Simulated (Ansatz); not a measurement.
Consider the ligand exchange at the Si–S bond: `F[SiH](F)[S][GeH3]` + `N[SiH](O)O` → `O[SiH](O)N[SiH](F)F` + `[SH][GeH3]`.

Program: Ansatz. Geometries: PBE0-D4/def2-TZVP. ΔE: electronic, gas phase. CCSD(T)/CBS adds triple-zeta CCSD(T) − MP2 to the extrapolated MP2 energy (def2 sets, frozen cores). This one scheme is used for every species. DFT in def2-TZVPP. For Ge outer-core shells are correlated without core-valence functions, which leaves a few kJ/mol of doubt a bond. Scalar relativity is left out up to krypton. Each species was taken in one conformer, which may not be the lowest.

```csv
level,ΔE (kcal/mol)
PBE-D4,-0.9
MP2/def2-QZVPP,-2.5
```

(1) What does CCSD(T)/CBS give? (Best estimate.)

Largest T1 diagnostic among the species: 0.012.

Results:

(1) Computed: -3.1 kcal/mol. The listed levels differ from it by 2.2, 0.6 kcal/mol.

In def2-TZVPP, CCSD(T) changes the Hartree–Fock value by +2.4 kcal/mol (the triples alone add +0.7 kcal/mol) and MP2 by +3.5 kcal/mol. From PBE to PBE0 (25 % exact exchange), in def2-TZVPP and without D4, ΔE moves by −1.1 kcal/mol.
